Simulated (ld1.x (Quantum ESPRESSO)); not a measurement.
# I (Z = 53): one change to a TM potential, before and after

| Quantity | Value |
| --- | --- |
| Element | I (Z = 53) |
| Generator | ld1.x (Quantum ESPRESSO) 7.5 |
| Type | norm-conserving Troullier–Martins (Kleinman–Bylander form) |
| Functional | PBE |
| Relativity | scalar-relativistic |
| Frozen core | [Kr] 4d10 |
| Valence charge | 7 |
| Reference configuration | 5s2 5p5 |
| Partial waves | 5p (bound): rc 1.55 bohr; 5d channel at 0.5 Ry: rc 1.80 bohr; 5s (bound): rc 1.85 bohr |
| Local potential | the s channel |
| Core correction | a·sin(br)/r model core, default radius (core density twice the valence density) |

Change: all radii but the core radius scaled by about 1.36 (s 2.52, p 2.10, d 2.44 bohr).

Cutoffs: the cutoffs (Ry, on a coarse ladder) from which the occupation-weighted sum of valence levels, in a spherical-Bessel basis at the reference potential, stays within 10 and 1 mRy of its value at 400 Ry; they do not see the model core or the augmentation charge, which bear on the density cutoff. Errors are all-electron minus pseudo energies relative to the spin-unpolarised reference configuration.

Q: What does the change do?

A: The potential gets softer (50 Ry and 140 Ry → 21 Ry and 40 Ry); the bound ghost in d, p disappears; of the 7 tests that both files solve, the error grows in 2 and shrinks in 5 by more than 15 % and 0.3 meV (median size 10.7 → 16.6 meV). A larger radius leaves more room for a smooth pseudo-wave, so fewer plane waves are needed.

```tsv
quantity	base	changed
cutoff, loose	50 Ry	21 Ry
cutoff, tight	140 Ry	40 Ry
loose cutoff by channel (10 mRy a level)	p 45 Ry, s 25 Ry	p 15 Ry, s 10 Ry
bound ghosts	p, d	none
error for 5s2 5p4, meV [ΔE 11.13 eV]	-3.2	+0.2
error for 5s2 5p3, meV [ΔE 30.98 eV]	-16	+6.6
error for 5s2 5p2, meV [ΔE 60.31 eV]	-57	+17
error for 5s2 5p4.5, meV [ΔE 4.53 eV]	-1.1	-0.5
error for 5s2 5p1, meV [ΔE 99.73 eV]	-165	+19
error for 5s1 5p5, meV [ΔE 22.11 eV]	-11	-45
error for 5s1 5p6, meV [ΔE 10.41 eV]	-5.1	-41
```

 A true bound ghost makes a file unfit for plane-wave use even where its test errors are small: the radial tests pick states by their node count and pass the ghost by.
